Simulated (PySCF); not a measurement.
C₆H₉N₂ (charge +1).
Bonds: C1–C2, C2–C3 (aromatic), C3–N4 (aromatic), N4–C5, N4–C6 (aromatic), C6–C7 (aromatic), C7–N8 (aromatic), C2–N8 (aromatic). Hydrogens: H9, H10, H11 on C1; H12 on C3; H13, H14, H15 on C5; H16 on C6; H17 on C7.

The closed-shell ground state was solved at several levels (PySCF, density fitting, gas phase, non-relativistic). Isolated species at its PBE0-D3(BJ)/def2-SVP geometry, gas phase.

```csv
level,basis functions,HOMO (eV),LUMO (eV),gap (eV)
PBE0/pcSseg-1,181,-12.69,-7.29,5.40
CAM-B3LYP/def2-SVPD,232,-14.10,-6.19,7.91
B3LYP/pcJ-1,306,-12.40,-7.46,4.94
```

Problem. What might wB97X-D/pcSseg-1 (181 basis functions) give for the same quantities?

Solution. HOMO -14.64 eV, LUMO -5.55 eV, gap 9.09 eV.

Problem. Over all these levels, which gives the widest orbital gap and which the narrowest?

Solution. wB97X-D/pcSseg-1 (range-separated hybrid) has the widest, 9.09 eV, and B3LYP/pcJ-1 (global hybrid, 20 % exact exchange) the narrowest, 4.94 eV. Functional and basis both differ between the two, so the spread mixes both effects.
